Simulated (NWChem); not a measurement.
System: C3H7S, doublet; SMILES S[C](C)C

NWChem printed, in part:

```
             Northwest Computational Chemistry Package (NWChem) 7.3.0
             --------------------------------------------------------

                             Geometry "geometry" -> ""
                             -------------------------

 Output coordinates in angstroms (scale by  1.889725989 to convert to a.u.)

  No.       Tag          Charge          X              Y              Z
 ---- ---------------- ---------- -------------- -------------- --------------
    1 C                    6.0000     1.30492000    -1.08894300    -0.02846500
    2 C                    6.0000     0.00644400    -0.38060600     0.15350000
    3 C                    6.0000    -1.28321100    -1.10492400    -0.01670800
    4 S                   16.0000     0.07254000     1.35571600    -0.06210400
    5 H                    1.0000     1.51981000    -1.31825400    -1.09264700
    6 H                    1.0000     1.29613100    -2.05188300     0.50829600
    7 H                    1.0000     2.15101400    -0.49627700     0.35301900
    8 H                    1.0000    -2.12010900    -0.58642400     0.47967800
    9 H                    1.0000    -1.56500300    -1.22093600    -1.08365700
   10 H                    1.0000    -1.21571800    -2.11811200     0.41159800
   11 H                    1.0000    -1.20325000     1.62675200     0.29188000

 Effective nuclear repulsion energy (a.u.)     160.2425916489

                                 NWChem DFT Module
                                 -----------------

 Summary of "ao basis" -> "ao basis" (spherical)
 ------------------------------------------------------------------------------
       Tag                 Description            Shells   Functions and Types
 ---------------- ------------------------------  ------  ---------------------
 C                           6-31g*                  6       14   3s2p1d
 S                           6-31g*                  8       18   4s3p1d
 H                           6-31g*                  2        2   2s

 in cosmo_initialize ...
 calling solv_data for solv:acetone

 solvent parameters
 solvname_short: acetone
 solvname_long:  acetone
 dielec:       20.4930
 dielecinf:     1.8463
 nonaqueous SMD model solvent descriptors
 dielec:       20.4930
 sola:          0.0400
 solb:          0.4900
 solc:          0.0000
 solg:         33.7700
 solh:          0.0000
 soln:          1.3588

[...]

                                COSMO-SMD solvation results
                                ---------------------------

             internal energy in gas <Psi(g)|H|Psi(g)> =      -516.609787293552
         internal energy in solvent <Psi(s)|H|Psi(s)> =      -516.609159002272
                               delta internal energy  =         0.000628291280 (    0.39 kcal/mol)
   total free energy in solvent <Psi(s)|H+V/2|Psi(s)> =      -516.614597334313
 polarization energy contribution <Psi(s)|V/2|Psi(s)> =        -0.005438332041 (   -3.41 kcal/mol)
    total free energy in solvent including G(SMD-CDS) =      -516.617055696054
                       G(SMD-CDS) energy contribution =        -0.002458361740 (   -1.54 kcal/mol)
     1 M fixed-concentration free energy of solvation =        -0.007268402501 (   -4.56 kcal/mol)

                    DFT Final Alpha Molecular Orbital Analysis
                    ------------------------------------------

 Vector   19  Occ=1.000000D+00  E=-3.947045D-01
              MO Center= -8.6D-02,  4.6D-01, -6.5D-02, r^2= 3.4D+00
   Bfn.  Coefficient  Atom+Function         Bfn.  Coefficient  Atom+Function
  ----- ------------  ---------------      ----- ------------  ---------------
    50      0.368051   4 S  py               18     -0.255975   2 C  py
    49      0.254108   4 S  px               51     -0.244998   4 S  pz
    32      0.225196   3 C  py               52      0.221437   4 S  s
    48      0.147397   4 S  s                46     -0.141641   4 S  py
    22     -0.135207   2 C  py               54      0.134685   4 S  py

 Vector   20  Occ=1.000000D+00  E=-3.484413D-01
              MO Center=  4.8D-02,  7.1D-01,  1.5D-02, r^2= 2.8D+00
   Bfn.  Coefficient  Atom+Function         Bfn.  Coefficient  Atom+Function
  ----- ------------  ---------------      ----- ------------  ---------------
    51      0.497619   4 S  pz               55      0.291934   4 S  pz
    49      0.249549   4 S  px               19      0.221581   2 C  pz
    47     -0.189491   4 S  pz               23      0.176014   2 C  pz
    50      0.170532   4 S  py               53      0.130747   4 S  px
     5     -0.110731   1 C  pz               33     -0.102802   3 C  pz

 Vector   21  Occ=1.000000D+00  E=-2.151251D-01
              MO Center=  6.5D-03,  4.8D-02,  3.1D-02, r^2= 2.8D+00
   Bfn.  Coefficient  Atom+Function         Bfn.  Coefficient  Atom+Function
  ----- ------------  ---------------      ----- ------------  ---------------
    19      0.507639   2 C  pz               23      0.493533   2 C  pz
    51     -0.380757   4 S  pz               55     -0.311238   4 S  pz
    70      0.194412   9 H  s                62      0.193170   5 H  s
    20      0.150514   2 C  s                47      0.139658   4 S  pz
    53     -0.110877   4 S  px               61      0.105476   5 H  s

 Vector   22  Occ=0.000000D+00  E= 7.429770D-02
              MO Center= -9.1D-02,  1.1D+00, -1.1D-02, r^2= 3.5D+00
   Bfn.  Coefficient  Atom+Function         Bfn.  Coefficient  Atom+Function
  ----- ------------  ---------------      ----- ------------  ---------------
    74      1.014197  11 H  s                20     -0.862091   2 C  s
    54     -0.806037   4 S  py               53      0.662831   4 S  px
    22     -0.326961   2 C  py                6     -0.304444   1 C  s
    50     -0.283849   4 S  py               68      0.284075   8 H  s
    49      0.282255   4 S  px               35      0.263144   3 C  px

[...]
```

Level: M05-2X/6-31G* (spherical d), spin-unrestricted, SMD on the gas-phase geometry. Coordinates come from a PBE0/def2-SVP, spin-unrestricted optimisation. No frequency run checked for a minimum. No stability test was run on the SCF state. Solvent: acetone.

### Question
Reconstruct the input file.

### Answer
This is not unique; one that fits is the input that was run:
```
start job
memory heap 200 mb stack 900 mb global 1100 mb
geometry units angstroms noautosym nocenter noautoz
  C      1.304920    -1.088943    -0.028465
  C      0.006444    -0.380606     0.153500
  C     -1.283211    -1.104924    -0.016708
  S      0.072540     1.355716    -0.062104
  H      1.519810    -1.318254    -1.092647
  H      1.296131    -2.051883     0.508296
  H      2.151014    -0.496277     0.353019
  H     -2.120109    -0.586424     0.479678
  H     -1.565003    -1.220936    -1.083657
  H     -1.215718    -2.118112     0.411598
  H     -1.203250     1.626752     0.291880
end
basis spherical
  * library 6-31g*
end
dft
  odft
  mult 2
  xc m05-2x
  iterations 150
end
cosmo
  do_cosmo_smd true
  solvent acetone
end
task dft energy
```
